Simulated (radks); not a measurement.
Values are calculated unless marked as measured or tabulated.
Task: These are the eigenvalues of the occupied orbitals of an atom or ion with whole-number occupations (eV). Level of theory: Dirac Kohn-Sham, BLYP, spin-unpolarised, spherical densities, point nucleus (a radial shooting solver on a logarithmic mesh with Libxc functionals).

1s1/2: -40235.18
2s1/2: -6433.775
2p1/2: -6074.341
2p3/2: -5627.502
3s1/2: -1378.887
3p1/2: -1226.689
3p3/2: -1138.878
3d3/2: -872.7619
3d5/2: -853.8957
4s1/2: -273.2476
4p1/2: -216.8263
4p3/2: -198.0607
4d3/2: -105.5742
4d5/2: -102.3115
5s1/2: -37.2048
5p1/2: -22.2865
5p3/2: -19.7265
6s1/2: -3.2699
4f5/2: -0.4866

Which element is it, and in what charge state? The configuration may be excited. Open shells, if any, fill j = l - 1/2 first.

Result: Z = 58, cerium, charge 0: Ce in [Xe] 4f2 6s2. The list shows which subshells hold electrons but not how many an open one holds; the 1s level, -1478.6 hartree, gives Z - s = 54.4 by -(Z - s)^2/2, which with screening and relativity narrows Z to a few neighbours, and the depths of the outer levels then fix element, charge and occupations together.
